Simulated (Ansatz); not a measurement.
Isolated molecules relaxed with PBE0-D4/def2-TZVP in Ansatz; ΔE leaves out vibrations. CBS: MP2 limit from def2 TZ/QZ plus the TZ coupled-cluster correction, frozen cores. This one scheme is used for every species. Functionals use def2-TZVPP. HSE06 is defined as in plane-wave codes. For Br outer-core shells are correlated without core-valence functions, which leaves a few kJ/mol of doubt a bond. Scalar relativity is left out up to krypton. One conformer a species, not always the lowest.

`O=C[SiH2]Br` + HCl → `O=C[SiH2]Cl` + HBr  (ligand exchange at the Si–Br bond)

| species | HSE06 energy (Eh) |
| --- | --- |
| `O=C[SiH2]Br` | -2978.30005 |
| HCl | -460.65753 |
| `O=C[SiH2]Cl` | -864.49487 |
| HBr | -2574.46307 |

Question: Work out ΔE.

Answer: ΔE = (-864.49487) + (-2574.46307) − (-2978.30005) − (-460.65753) = -0.00036 Eh = -0.9 kJ/mol. CCSD(T)/CBS gives 0.0 kJ/mol.

Question: What do rigid-rotor, harmonic-oscillator terms from PBE0-D4/def2-TZVP frequencies (298.15 K, 1 bar) make of the CCSD(T)/CBS value? (An estimate is asked.)

Answer: The calculation gave: ΔZPE = -0.7 kJ/mol, ΔH = -1.2 kJ/mol, ΔS = -1 J/(mol·K), ΔG = -0.8 kJ/mol. Modes under 50 cm⁻¹ make the entropy rough.

Largest T1 diagnostic among the species: 0.014.

Leaving LDA and LC-ωPBE aside and taking each functional with its dispersion term where it has one, the values, not all of them listed here, spread over 5.3 kJ/mol, from B97M-V to HSE06-D4. At CCSD(T), def2-SVP lies −4.6 kJ/mol from the extrapolated value and def2-TZVPP −1.6 kJ/mol.
